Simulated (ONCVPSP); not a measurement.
Plane-wave convergence, ONCV potential for Mg (Z = 12)

* Element: magnesium (Mg)
* Generator: ONCVPSP 4.0.1
* Type: optimised norm-conserving Vanderbilt (ONCV)
* Functional: PBE
* Relativity: scalar-relativistic
* Frozen core: [He]
* Valence charge: 10
* Reference configuration: 2s2 2p6 3s1 (charge +1)
* Partial waves: 2s+3s: rc 1.35 bohr, ncon 3, nbas 8, qcut 7.4 1/bohr, 2 projectors; 2p: rc 1.30 bohr, ncon 5, nbas 10, qcut 12.5 1/bohr, 2 projectors, debl 1.9 Ha; d scattering state at 0.09 Ha: rc 1.15 bohr, ncon 4, nbas 8, qcut 7 1/bohr, 2 projectors, debl 0.7 Ha
* Local potential: polynomial inside 0.95 bohr (lpopt 4, dvloc0 0 Ha)
* Core correction: Teter function, fcfact 6, rcfact 1.1

In the p channel the program set the typed energies aside and used -2.046, 0.250 Ha.

**Question.** For each optimised wave give the share of its norm inside rc, the residual kinetic energy above qcut (Ha) and the cutoffs (Ha) for errors of 10, 1, 0.1 and 0.01 mHa per electron.

**Answer.**

| wave | norm inside rc | residual KE | 10 mHa | 1 mHa | 0.1 mHa | 0.01 mHa |
| --- | --- | --- | --- | --- | --- | --- |
| 2s | 0.964 | 6.9e-06 | 15.1 | 19.7 | 23.4 | 27.1 |
| 3s | 0.053 | 1.4e-06 | 10.2 | 15.5 | 20.3 | 24.3 |
| 2p | 0.934 | 6.5e-07 | 46.7 | 56.8 | 64.6 | 70.9 |
| p projector 2 | 0.033 | 3.6e-07 | 34.7 | 48.6 | 59.6 | 68.2 |
| d projector 1 | 0.014 | 1.0e-04 | 5.1 | 14.2 | 24.7 | 103.3 |
| d projector 2 | 0.038 | 3.9e-04 | 10.2 | 20.6 | 30.5 | 151.3 |

The occupied waves need 57 Ha and 65 Ha for 1 and 0.1 mHa.
